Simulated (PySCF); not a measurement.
CaH₃⁻: from structure and modes to constants

Method: PySCF, PBE0, basis Ca def2-TZVPD, H def2-TZVPD (no relativity, density fitting).

The singlet minimum has D3h symmetry. Masses (u): Ca 39.96259, H 1.00782.

```xyz
4
charge -1 multiplicity 1, angstrom
Ca    0.0000    0.0000    0.0000
H     2.1340    0.0000    0.0000
H    -1.0670    1.8481    0.0000
H    -1.0670   -1.8481    0.0000
```

Harmonic wavenumbers (cm⁻¹): 352.4 (a2'', ×1), 436.7 (e', ×2), 1041.8 (e', ×2), 1139.4 (a1', ×1).

(1) What is the harmonic zero-point energy?

(2) Give the standard entropy (298.15 K, 1 bar) by its translational, rotational, vibrational and spin parts, and Cp.

Answers

(1) Half the sum of all 6 wavenumbers, 4449/2 = 2224 cm⁻¹, which is 26.6 kJ/mol (1 cm⁻¹ = 0.0119627 kJ/mol).

(2) Sackur–Tetrode with M = 42.99 u gives 155.8; rotation with symmetry number 6 gives 60.6; vibration 12.7; spin R ln 1 = 0.0. The total is 229.0 J/(mol K), and Cp = 4 R + 22.0 = 55.3 J/(mol K).

Only a few start shapes were tried, so a lower isomer may exist. The lowest empty level of this anion is unbound, so it and the gap depend on the basis.
